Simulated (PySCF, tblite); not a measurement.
A set of runs on `BN(B)B(C)C#[C]` [radical]; the geometry of each is named by its level. Settings lines and outputs come from a driver script.

Species: C3H7B3N (doublet state).
SMILES with atom numbers: `[BH2:1][N:2]([BH2:3])[B:4]([CH3:5])[C:6]#[C:7]` (hydrogens: H8, H9 on B1; H10, H11 on B3; H12, H13, H14 on C5)

Step 1: GFN2-xTB geometry optimisation, gas phase (tblite 0.8.0) (from a force-field or distance-geometry start)
```json
{"job": {"kind": "relax", "xc": "GFN2-xTB", "basis": "xTB"}, "charge": 0, "multiplicity": 2}
```
```
step      E/eV     max force
  0    -447.28534    3.658
  1    -447.71048    3.968
  2    -448.22641    2.456
...
103    -448.96148    0.034
104    -448.96156    0.020
105    -448.96160    0.012
106    -448.96162    0.010
107    -448.96163    0.009
```

Energy lowered by 38.7 kcal/mol over 107 steps; largest atomic force 0.009 eV/Å at the end. «max force» is the largest atomic force in eV/Å.

Step 2: GFN2-xTB harmonic vibrations, gas phase (tblite 0.8.0) (on the GFN2-xTB geometry)
```json
{"job": {"kind": "ir", "xc": "GFN2-xTB", "basis": "xTB"}, "charge": 0, "multiplicity": 2}
```
```
(table of modes left out)
```

36 modes from 33 to 3041 cm⁻¹ (unscaled, harmonic); zero-point energy 60.1 kcal/mol; all wavenumbers are real at this level.

Step 3: UKS B3LYP, pcH-1 on B C H N, non-relativistic, mean-field spin-orbit, GIAO (PySCF 2.14.0) (on the GFN2-xTB geometry)
```json
{"job": {"kind": "epr", "basis": "pcH-1"}, "charge": 0, "multiplicity": 2}
```
```
...
E = -247.76284595 Eh   <S^2> = 0.7701 (exact 0.7500)
g shifts (ppm)      1          2          3
  rmc          -172       -172       -172
  gc              8         18          8
  oz_so        -235        261        651
  total        -399        107        487
hyperfine (MHz)  atom isotope    a_iso     a_fc   dipolar eigenvalues
    0   11B      -1.10      -1.10     -0.44     -0.29      0.73
    1   14N      -1.33      -1.33     -0.26     -0.04      0.30
    2   11B       0.11       0.11     -0.13     -0.11      0.24
    3   11B       9.85       9.85     -4.42     -1.98      6.40
    4   13C       2.67       2.67     -1.16     -0.67      1.83
    5   13C     131.93     131.93    -28.89    -28.19     57.08
    6   13C     912.40     912.40    -58.50    -54.65    113.15
    7    1H      -0.99      -0.99     -1.70     -1.41      3.11
    8    1H      -0.86      -0.86     -0.50     -0.46      0.97
    9    1H      -0.25      -0.25     -0.32     -0.31      0.63
   10    1H      -0.04      -0.04     -0.47     -0.38      0.84
   11    1H      -1.33      -1.33     -1.31     -0.76      2.07
   12    1H      -3.57      -3.57     -0.99     -0.60      1.59
   13    1H       3.39       3.39     -0.82     -0.44      1.26
```

⟨S²⟩ 0.770; g_iso 2.0024. rmc, gc and oz_so are the mass-correction, gauge-correction and orbital-Zeeman/spin–orbit parts of the g shift along its three principal axes; a_iso is the isotropic hyperfine coupling and a_fc its Fermi-contact part. The log counts atoms from 0, this text from 1.

**Question.** Which step took the most CPU time, and about what did each take on Arm Neoverse V2, one thread (shared host)?

**Answer.** Step 3, about 99 % of the total. CPU time by step: 1: 0.47 s, 2: 0.29 s, 3: 64 s.

Geometry of the electronic-property runs (GFN2-xTB):
```
atom  x, y, z in Å
B1    -1.620    0.582    1.032
N2    -0.798   -0.090    0.077
B3    -1.297   -1.177   -0.698
B4     0.562    0.365   -0.120
C5     1.822   -0.585   -0.124
C6     0.820    1.853   -0.295
C7     0.984    3.039   -0.418
H8    -1.204    1.522    1.591
H9    -2.686    0.162    1.264
H10   -2.394   -1.542   -0.531
H11   -0.617   -1.678   -1.510
H12    2.604   -0.251   -0.801
H13    2.260   -0.587    0.875
H14    1.563   -1.613   -0.365
```

 (This holds for the electronic-property runs.)

One conformer stands for the species.
